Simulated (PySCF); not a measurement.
Job file and geometry (Å, from GFN2-xTB) of an NMR shielding run on `FC[SiH2][SiH2][C@@H](OC)F`, C$_{3}$H$_{10}$F$_{2}$OSi$_{2}$, GIAO PBE0/pcSseg-1 NMR shielding, non-relativistic, gas phase (PySCF); density fitting, a coarse starting grid and PySCF grid level 2 are the driver's defaults:

```
$ OMP_NUM_THREADS=1 python probes_run.py task.json out

{"job": {"kind": "nmr", "xc": "PBE0", "basis": "pcSseg-1"}, "charge": 0, "multiplicity": 1}
C     -2.082472     0.821171    -1.249687
O     -1.158280    -0.160734    -0.817673
C     -1.233116    -0.483543     0.520950
F     -2.443475    -1.122669     0.786694
Si     0.247704    -1.680401     0.819218
Si     2.122876    -0.634262    -0.057573
C      1.783955     1.257921    -0.196503
F      1.143656     1.698260     0.950438
H     -1.935845     1.754470    -0.693710
H     -1.891178     0.983076    -2.308420
H     -3.110401     0.476091    -1.110106
H     -1.255233     0.414267     1.158761
H      0.261950    -1.958900     2.262322
H     -0.121234    -2.923917     0.136462
H      2.550109    -1.024536    -1.407463
H      3.304967    -0.771979     0.806000
H      1.118075     1.499846    -1.027919
H      2.689182     1.862159    -0.290085
```

Question: Write the output of this run.

Answer: 
```
coarse grid: 15968 points
cycle   1  E = -973.3143148847  dE =  5.986e-01  |g| = 7.538e-01  |ddm| = 3.598e+00
cycle   2  E = -973.2285170524  dE =  8.580e-02  |g| = 1.073e+00  |ddm| = 1.110e+00
cycle   3  E = -973.4084042883  dE = -1.799e-01  |g| = 5.868e-02  |ddm| = 6.774e-01
cycle   4  E = -973.4089375290  dE = -5.332e-04  |g| = 2.537e-02  |ddm| = 5.606e-02
cycle   5  E = -973.4090652789  dE = -1.277e-04  |g| = 9.249e-03  |ddm| = 2.456e-02
cycle   6  E = -973.4090788086  dE = -1.353e-05  |g| = 2.693e-03  |ddm| = 7.220e-03
cycle   7  E = -973.4090801498  dE = -1.341e-06  |g| = 4.204e-04  |ddm| = 2.215e-03
final grid: 145616 points
cycle   8  E = -973.4789431797  dE = -3.992e-05  |g| = 1.205e-02  |ddm| = 2.478e-02
cycle   9  E = -973.4789185830  dE =  2.460e-05  |g| = 1.702e-02  |ddm| = 1.582e-02
cycle  10  E = -973.4789702682  dE = -5.169e-05  |g| = 1.125e-03  |ddm| = 9.196e-03
cycle  11  E = -973.4789705125  dE = -2.442e-07  |g| = 3.325e-04  |ddm| = 1.133e-03
cycle  12  E = -973.4789705327  dE = -2.025e-08  |g| = 1.241e-04  |ddm| = 3.192e-04
cycle  13  E = -973.4789705349  dE = -2.213e-09  |g| = 3.144e-05  |ddm| = 7.883e-05
cycle  14  E = -973.4789705351  dE = -1.721e-10  |g| = 4.670e-06  |ddm| = 2.912e-05
converged SCF energy = -973.4789705351

GIAO shielding tensors (ppm)
atom      isotropic    diamagn.    paramagn.     s11        s22        s33       span
  0 C      127.662     244.628    -116.966     87.693    110.755    184.539     96.847
  1 O      254.084     400.989    -146.905    182.323    275.346    304.583    122.260
  2 C       67.900     250.486    -182.586     42.475     68.397     92.828     50.352
  3 F      340.983     474.049    -133.066    239.638    360.438    422.872    183.235
  4 Si     420.971     880.303    -459.332    384.589    412.043    466.280     81.691
  5 Si     428.445     880.116    -451.671    388.448    428.848    468.040     79.593
  6 C      107.956     247.640    -139.684     56.123     82.736    185.009    128.886
  7 F      460.830     477.437     -16.606    397.743    484.599    500.150    102.407
  8 H       28.412      30.293      -1.881     24.115     27.120     34.001      9.886
  9 H       27.892      29.342      -1.450     24.026     25.433     34.217     10.191
 10 H       27.499      28.218      -0.719     22.885     25.782     33.829     10.944
 11 H       25.898      32.767      -6.869     23.007     25.897     28.791      5.784
 12 H       27.611      28.630      -1.018     24.205     25.466     33.163      8.958
 13 H       27.607      28.801      -1.194     24.355     25.984     32.484      8.129
 14 H       27.907      29.083      -1.176     24.979     25.287     33.456      8.477
 15 H       27.702      28.529      -0.827     24.194     25.392     33.522      9.328
 16 H       26.598      32.143      -5.545     24.387     25.271     30.136      5.749
 17 H       26.403      28.347      -1.944     22.273     25.943     30.993      8.720
```

Question: Turn these shieldings into chemical shifts. References, each an isolated molecule treated in the same way: ¹³C (σref 186.93) and ²⁹Si (σref 349.16) and ¹H (σref 31.72) against TMS; ¹⁷O (σref 336.08) vs H2O; CFCl3 for ¹⁹F (σref 170.95).

Answer: Averaging equivalent atoms: C 2: 119.0; C 6: 79.0; C 0: 59.3; O 1: 82.0; F 3: -170.0; F 7: -289.9; Si 4: -71.8; Si 5: -79.3; H 11: 5.82; H 17: 5.31; H 16: 5.12; H 13: 4.11; H 12: 4.11; H 15: 4.01; H 14: 3.81; H 8/9/10: 3.78 ppm. Unscaled 19F shifts against computed CFCl3 carry errors that often reach 10 to 50 ppm. Experimental scales use liquid or dissolved standards, which lie at an offset from isolated H2O (liquid H2O: subtract about 36 ppm).

Size and cost of the density-fitted run: 200 basis functions, 71 s wall time on 1 thread of an Arm Neoverse N1, shared host; peak memory 0.9 GiB.
